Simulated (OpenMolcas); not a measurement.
**Al+: effect of the level shift or regulariser**

```yaml
Program: OpenMolcas 26.06
Basis: ANO-RCC-VQZP [6s5p3d2f1g]
Scalar_Hamiltonian: DKH2, point nucleus
Active_space: 2 electrons in 4 orbitals (3s 3p)
State_averaging: 2S+1 = 3 even, 3 roots; 2S+1 = 1 even, 7 roots; 2S+1 = 3 odd, 3 roots; 2S+1 = 1 odd, 3 roots
Spin-orbit_coupling: RASSI with atomic mean-field integrals over the reference wave functions, term energies averaged over their components
```

Methods on the same reference wave functions:
A. CASSCF
B. MS-CASPT2, IPEA 0.25 Eh, imaginary shift 0.1 Eh (closed shells correlated: 2s 2p)
C. MS-CASPT2, IPEA 0.25 Eh, sigma2 regulariser 0.3 Eh (closed shells correlated: 2s 2p)

Energies in cm⁻¹ above 3s² ¹S₀, the measured ground level; measured values from NIST Handbook of Basic Atomic Spectroscopic Data.

```json
{"Level": "3s² ¹S₀", "A": "0.0", "B": "0.0", "C": "0.0", "Measured": "0.0"}
{"Level": "3s 3p ³P°₀", "A": "36010", "B": "37129", "C": "37126", "Measured": "37393"}
{"Level": "3s 3p ³P°₁", "A": "36061", "B": "37180", "C": "37177", "Measured": "37454"}
{"Level": "3s 3p ³P°₂", "A": "36164", "B": "37282", "C": "37279", "Measured": "37578"}
{"Level": "3s 3p ¹P°₁", "A": "66625", "B": "61499", "C": "61495", "Measured": "59852"}
{"Level": "3p² ³P₀", "A": "93079", "B": "94193", "C": "94191", "Measured": "94085"}
{"Level": "3p² ³P₁", "A": "93129", "B": "94244", "C": "94241", "Measured": "94147"}
{"Level": "3p² ³P₂ [51 %]", "A": "93227", "B": "94275", "C": "94322", "Measured": ""}
{"Level": "3p² ¹D₂ [51 %]", "A": "101734", "B": "94414", "C": "94596", "Measured": ""}
{"Level": "3p² ¹S₀", "A": "121212", "B": "111839", "C": "111853", "Measured": "111637"}
```

Deviations, from unrounded energies. A percentage is the sum of absolute deviations over the sum of measured energies, with the sign that they share, or ± where signs differ.

```json
{"Against measurement": "mean absolute deviation (cm-1)", "Levels": "7", "A": "3200", "B": "410", "C": "410"}
{"Against measurement": "other configurations (%)", "Levels": "7", "A": "±4.8", "B": "±0.6", "C": "±0.6"}
```

B, C lie about equally close to measurement and A furthest from it. The largest miss of B in the table is 3s 3p ¹P°₁, by +1600 cm-1. The ranking rests on the paired levels alone, and a cruder setting can come out closer through cancelling errors.

Between B and C the level of the table that moves most is 3p² ¹D₂ [51 %], by 180 cm-1 (lowest in B, highest in C).

The two smallest mean deviations differ by little beside CASPT2's spread within terms, so their order carries little weight.

The lowest spin-free term lies below A's lowest term by 0.234 hartree in B, 0.234 hartree in C.

Over all roots computed the reference weight is 0.91 to 0.98 in B, 0.93 to 0.98 in C; the roots of lowest weight are the least certain, and an intruder state may touch them. The ¹D term of p² mixes with s d, which this space lacks. Without dynamic correlation excited terms often stand tens of per cent too high (terms of higher spin than the ground term too low), and those without a measured partner can miss by more than the paired ones (holds for A). Some levels mix across a computed gap that differs much from the measured one, so their mixing is not that of the real levels (holds for C). Measured partners are found by configuration, term and J. A level has none where our copy of the source lacks it or the pairing is in doubt (some pairs that miss far off the trend of their configuration count as doubtful), and it then counts in no deviation. Levels of configurations outside the active space are missing.

A share in square brackets marks a mixed level and gives the weight of the term that names it, the lowest over the columns. ° marks odd parity.
